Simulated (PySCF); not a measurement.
Species: heptafluoropropyl methyl ether, C4H3F7O.
Atom-mapped SMILES: `[CH3:1][O:2][C:3]([F:4])([F:5])[C:6]([F:7])([F:8])[C:9]([F:10])([F:11])[F:12]` (hydrogens: H13, H14, H15 on C1)

The same species was optimised twice, with GFN2-xTB and with PBE0-D3(BJ)/def2-SVP (PySCF), and the same property calculations (PySCF, gas phase) were run on both structures.

```
      coordinate  GFN2-xTB  PBE0-D3(BJ)/def2-SVP  change
       C1–O2 (Å)     1.441                 1.422  -0.019
       C3–F5 (Å)     1.363                 1.348  -0.015
       C3–C6 (Å)     1.555                 1.545  -0.010
       O2–C3 (Å)     1.325                 1.336  +0.011
       C3–F4 (Å)     1.358                 1.349  -0.009
       C6–F8 (Å)     1.345                 1.337  -0.008
       C6–C9 (Å)     1.554                 1.547  -0.007
      C9–F11 (Å)     1.329                 1.322  -0.007
       C6–F7 (Å)     1.344                 1.338  -0.006
      C9–F10 (Å)     1.329                 1.327  -0.002
      C9–F12 (Å)     1.328                 1.326  -0.002
    C3–C6–C9 (°)     112.7                 115.1    +2.4
    F4–C3–F5 (°)     103.9                 106.0    +2.1
    C3–C6–F7 (°)     110.2                 108.2    -2.0
    F7–C6–F8 (°)     107.3                 109.1    +1.8
   C6–C9–F12 (°)     110.5                 109.0    -1.5
  F10–C9–F11 (°)     107.9                 109.2    +1.3
    O2–C3–F4 (°)     113.2                 112.2    -1.0
  F11–C9–F12 (°)     107.8                 108.7    +0.9
 C1–O2–C3–F4 (°)       -58                   -58       0
 O2–C3–C6–F7 (°)       175                  -172     +13
C3–C6–C9–F10 (°)       -63                   -49     +14
```

Rotational constants: A = 1415, B = 788.2, C = 713.1 MHz (GFN2-xTB) against A = 1421, B = 799.0, C = 717.3 MHz (PBE0-D3(BJ)/def2-SVP). Point groups within 0.08 Å: C1 and C1.

On the GFN2-xTB structure: HOMO (eV) -9.80 [PBE0/pcSseg-1]; LUMO (eV) 1.22 [PBE0/pcSseg-1]; dipole (D) 3.04 [PBE0/pcSseg-1]; GIAO shielding of C1 (ppm) 133.3 [PBE0/pcSseg-1]; GIAO shielding of O2 (ppm) 246.8 [PBE0/pcSseg-1]; GIAO shielding of C3 (ppm) 61.4 [PBE0/pcSseg-1]; GIAO shielding of F4/F5 (mean) (ppm) 279.3 [PBE0/pcSseg-1]; GIAO shielding of C6 (ppm) 71.9 [PBE0/pcSseg-1]; GIAO shielding of F7/F8 (mean) (ppm) 319.6 [PBE0/pcSseg-1]; GIAO shielding of C9 (ppm) 59.8 [PBE0/pcSseg-1]; GIAO shielding of F10/F11/F12 (mean) (ppm) 265.8 [PBE0/pcSseg-1].

Q: What do these properties become on the PBE0-D3(BJ)/def2-SVP structure?

A: 
| property | level | on GFN2-xTB | on PBE0-D3(BJ)/def2-SVP | change |
| --- | --- | --- | --- | --- |
| HOMO (eV) | PBE0/pcSseg-1 | -9.80 | -9.66 | +0.14 |
| LUMO (eV) | PBE0/pcSseg-1 | 1.22 | 1.39 | +0.17 |
| dipole (D) | PBE0/pcSseg-1 | 3.04 | 2.85 | -0.19 |
| energy, GFN2-xTB geometry as zero (kcal/mol) | PBE0/pcSseg-1 | 0.0 | -1.1 | -1.1 |
| GIAO shielding of C1 (ppm) | PBE0/pcSseg-1 | 133.3 | 134.7 | +1.4 |
| GIAO shielding of O2 (ppm) | PBE0/pcSseg-1 | 246.8 | 252.1 | +5.3 |
| GIAO shielding of C3 (ppm) | PBE0/pcSseg-1 | 61.4 | 63.2 | +1.8 |
| GIAO shielding of F4/F5 (mean) (ppm) | PBE0/pcSseg-1 | 279.3 | 287.1 | +7.8 |
| GIAO shielding of C6 (ppm) | PBE0/pcSseg-1 | 71.9 | 73.5 | +1.6 |
| GIAO shielding of F7/F8 (mean) (ppm) | PBE0/pcSseg-1 | 319.6 | 323.6 | +4.0 |
| GIAO shielding of C9 (ppm) | PBE0/pcSseg-1 | 59.8 | 60.8 | +1.0 |
| GIAO shielding of F10/F11/F12 (mean) (ppm) | PBE0/pcSseg-1 | 265.8 | 271.0 | +5.2 |

The heavy atoms differ by 0.220 Å rms after alignment. Among bonds between heavy atoms C1–O2 changes most (-0.019 Å). Changes are differences of the printed values. Neither structure is proved a minimum here.

The values belong to the conformer `[CH3:1][O:2][C:3]([F:4])([F:5])[C:6]([F:7])([F:8])[C:9]([F:10])([F:11])[F:12]`: C1–O2–C3–F4 -58°, O2–C3–C6–F7 -172°, C3–C6–C9–F10 -49°.
